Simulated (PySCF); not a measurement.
CH3F3OSi. Atoms are numbered in the order given.

```xyz
9

O     -1.1832     0.5206     1.0125
Si    -0.3126    -0.2652    -0.1242
F     -0.4954    -1.8555     0.0447
F     -0.8419     0.0740    -1.6084
C      1.4951     0.2177     0.0583
F      1.5072     1.4674     0.6860
H     -0.7237     1.2728     1.4069
H      2.0210     0.2970    -0.9075
H      2.0460    -0.5015     0.6882
```

Geometry: ωB97X-D3(BJ)/def2-SVP. The structure was generated by enumeration, and PubChem lists no compound with its InChIKey, so it may never have been made. The values are those of a single conformer.

These are TDA-B3LYP/def2-SVPD in PySCF values and carry that method's errors.

Vertical excitations. Isolated molecule, no solvent.

```json
[
 {"state": "S1", "energy (eV)": "7.83", "λ (nm)": "158", "f": "0.032", "main pairs": "HOMO→LUMO 92 %"},
 {"state": "S2", "energy (eV)": "8.36", "λ (nm)": "148", "f": "0.050", "main pairs": "HOMO→LUMO+1 89 %"},
 {"state": "S3", "energy (eV)": "8.53", "λ (nm)": "145", "f": "0.025", "main pairs": "HOMO−1→LUMO 95 %"},
 {"state": "S4", "energy (eV)": "8.77", "λ (nm)": "141", "f": "0.002", "main pairs": "HOMO−2→LUMO 83 %, HOMO−2→LUMO+1 14 %"},
 {"state": "S5", "energy (eV)": "9.07", "λ (nm)": "137", "f": "0.003", "main pairs": "HOMO−1→LUMO+1 95 %"},
 {"state": "S6", "energy (eV)": "9.23", "λ (nm)": "134", "f": "0.012", "main pairs": "HOMO→LUMO+2 92 %"},
 {"state": "S7", "energy (eV)": "9.40", "λ (nm)": "132", "f": "0.018", "main pairs": "HOMO−2→LUMO+1 83 %, HOMO−2→LUMO 14 %"},
 {"state": "S8", "energy (eV)": "9.57", "λ (nm)": "130", "f": "0.048", "main pairs": "HOMO−3→LUMO 67 %, HOMO→LUMO+3 24 %"},
 {"state": "S9", "energy (eV)": "9.64", "λ (nm)": "129", "f": "0.041", "main pairs": "HOMO→LUMO+3 69 %, HOMO−3→LUMO 21 %"},
 {"state": "S10", "energy (eV)": "9.97", "λ (nm)": "124", "f": "0.011", "main pairs": "HOMO−1→LUMO+2 88 %"},
 {"state": "T1", "energy (eV)": "7.25", "λ (nm)": "171", "f": "0", "main pairs": "HOMO→LUMO 68 %, HOMO→LUMO+1 26 %"},
 {"state": "T2", "energy (eV)": "7.98", "λ (nm)": "155", "f": "0", "main pairs": "HOMO→LUMO+1 56 %, HOMO→LUMO 25 %, HOMO−1→LUMO 14 %"},
 {"state": "T3", "energy (eV)": "8.16", "λ (nm)": "152", "f": "0", "main pairs": "HOMO−1→LUMO 77 %"},
 {"state": "T4", "energy (eV)": "8.34", "λ (nm)": "149", "f": "0", "main pairs": "HOMO−2→LUMO 67 %, HOMO−2→LUMO+1 26 %"}
]
```
Triplets are in the Tamm–Dancoff approximation.
